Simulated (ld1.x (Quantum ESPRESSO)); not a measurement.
An all-electron radial function and its pseudo partner (Hf (Z = 72))

Columns: radius, all-electron u(r) and pseudo u(r) of the 6s shell (level -17.50 eV) of hafnium in the configuration [Xe] 4f14 5d2 6s0 6p0; PBE, scalar-relativistic, PAW scheme, ld1.x (Quantum ESPRESSO) 7.5.

```csv
r (bohr),all-electron,pseudo
0.173,0.1326,-0.0155
0.345,-0.2017,-0.0341
0.518,-0.0391,-0.0588
0.690,0.2302,-0.0915
0.862,0.3370,-0.1334
1.035,0.2873,-0.1852
1.208,0.1475,-0.2455
1.380,-0.0243,-0.3120
1.553,-0.1948,-0.3824
1.725,-0.3436,-0.4524
1.898,-0.4646,-0.5187
2.070,-0.5550,-0.5768
2.242,-0.6174,-0.6235
2.415,-0.6554,-0.6560
2.588,-0.6723,-0.6723
2.760,-0.6722,-0.6722
2.932,-0.6589,-0.6589
3.105,-0.6354,-0.6354
3.278,-0.6045,-0.6045
3.450,-0.5690,-0.5690
3.623,-0.5302,-0.5302
3.795,-0.4902,-0.4902
3.968,-0.4497,-0.4497
4.140,-0.4101,-0.4101
4.312,-0.3719,-0.3719
4.485,-0.3352,-0.3352
```

Problem. How many radial nodes do the two functions have?

Solution. The all-electron 6s function has n − l − 1 = 5 (the table is too coarse to show those close to the nucleus); the pseudo-wave has 0, since the states of the same l below it are removed with the core.

Problem. At about which radius was the pseudo-wave matched?

Solution. 2.55 bohr, where the columns begin to agree (steps of 0.17 bohr).

Problem. Is the pseudo-wave norm-conserving?

Solution. No, it belongs to a PAW set: the norm inside the radius is not constrained, and the difference is carried by the augmentation charge.
